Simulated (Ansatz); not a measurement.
```yaml
crystal:
  periodic: [false, false, false]
  atoms:
    - {symbol: C, position_ang: [-1.378916, -0.655992, 2.750576]}
    - {symbol: O, position_ang: [-1.134188, -0.713805, 1.377209]}
    - {symbol: Ta, position_ang: [-0.037855, -0.034232, -0.017994]}
    - {symbol: N, position_ang: [1.127127, 1.118078, 0.664162]}
    - {symbol: O, position_ang: [-1.114798, 0.855177, -1.306234]}
    - {symbol: C, position_ang: [-1.347088, 2.081926, -1.931122]}
    - {symbol: O, position_ang: [0.906749, -1.460418, -0.845102]}
    - {symbol: C, position_ang: [2.180644, -1.957792, -1.126551]}
    - {symbol: H, position_ang: [-0.693067, 0.039325, 3.245455]}
    - {symbol: H, position_ang: [-2.406474, -0.325618, 2.932714]}
    - {symbol: H, position_ang: [-1.253389, -1.648929, 3.193888]}
    - {symbol: H, position_ang: [1.786670, 1.770972, 1.050325]}
    - {symbol: H, position_ang: [-0.661827, 2.850840, -1.559644]}
    - {symbol: H, position_ang: [-2.375347, 2.407187, -1.743673]}
    - {symbol: H, position_ang: [-1.209954, 1.981546, -3.012495]}
    - {symbol: H, position_ang: [2.313246, -2.052564, -2.208994]}
    - {symbol: H, position_ang: [2.959246, -1.295888, -0.733534]}
    - {symbol: H, position_ang: [2.301819, -2.948611, -0.677285]}
basis:
  gaussian: {orbitals: ANO-RCC-VTZP}
hamiltonian: {xc: {name: HF}}
correlation: {method: mp2, frozen_orbitals: {C: 0}}
scf: {lower_state_search: light}
output: {forces: true}
```

```sh
$ ansatz run in.yaml --threads 4 --pin off --events-out ev --progress --plain --max-ram 41984MiB --backend cuda --devices 0, --max-vram 37GiB
```

It prints (some lines left out):

```
Functional definition: HF
Error: "frozen_orbitals" has no count for O
```

In this input frozen orbitals are typed for one element alone, and the program wants a count for each. The program refused the input.
